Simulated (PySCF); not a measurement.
Zr(OH)2(H)2 (H₄O₂Zr), SMILES [OH][ZrH2][OH], multiplicity 1.

Coordinates come from a r2SCAN-D4/def2-TZVP optimisation. The spin state was assumed, not searched. The structure was generated by enumeration; whether it is a known compound was not checked. The def2 effective core potentials stand for the cores of Zr; spin–orbit coupling is left out. The values are those of a single conformer.

Calculation: r2SCAN-D4/def2-TZVP run with PySCF.

Frequencies are harmonic and unscaled.

Computed vibrational spectrum:
```json
[
 {"mode": "1", "ν (cm⁻¹)": "153", "IR (km/mol)": "0.0", "moving atoms (share of kinetic energy)": "O 63 %, H 22 %, Zr 15 %"},
 {"mode": "2", "ν (cm⁻¹)": "245", "IR (km/mol)": "94.0", "moving atoms (share of kinetic energy)": "H 98 %"},
 {"mode": "3", "ν (cm⁻¹)": "251", "IR (km/mol)": "178.4", "moving atoms (share of kinetic energy)": "H 87 %, O 12 %"},
 {"mode": "4", "ν (cm⁻¹)": "279", "IR (km/mol)": "0.0", "moving atoms (share of kinetic energy)": "H 90 %, O 10 %"},
 {"mode": "5", "ν (cm⁻¹)": "337", "IR (km/mol)": "189.3", "moving atoms (share of kinetic energy)": "H 66 %, O 26 %, Zr 8 %"},
 {"mode": "6", "ν (cm⁻¹)": "371", "IR (km/mol)": "118.6", "moving atoms (share of kinetic energy)": "H 76 %, O 23 %"},
 {"mode": "7", "ν (cm⁻¹)": "513", "IR (km/mol)": "79.5", "moving atoms (share of kinetic energy)": "H 84 %, O 16 %"},
 {"mode": "8", "ν (cm⁻¹)": "527", "IR (km/mol)": "0.0", "moving atoms (share of kinetic energy)": "H 95 %"},
 {"mode": "9", "ν (cm⁻¹)": "590", "IR (km/mol)": "105.4", "moving atoms (share of kinetic energy)": "H 94 %"},
 {"mode": "10", "ν (cm⁻¹)": "733", "IR (km/mol)": "170.0", "moving atoms (share of kinetic energy)": "O 77 %, H 12 %, Zr 12 %"},
 {"mode": "11", "ν (cm⁻¹)": "746", "IR (km/mol)": "319.0", "moving atoms (share of kinetic energy)": "O 60 %, Zr 23 %, H 17 %"},
 {"mode": "12", "ν (cm⁻¹)": "1640", "IR (km/mol)": "524.8", "moving atoms (share of kinetic energy)": "H 98 %"},
 {"mode": "13", "ν (cm⁻¹)": "1672", "IR (km/mol)": "261.0", "moving atoms (share of kinetic energy)": "H 99 %"},
 {"mode": "14", "ν (cm⁻¹)": "3928", "IR (km/mol)": "251.4", "moving atoms (share of kinetic energy)": "H 94 %"},
 {"mode": "15", "ν (cm⁻¹)": "3931", "IR (km/mol)": "218.2", "moving atoms (share of kinetic energy)": "H 94 %"}
]
```
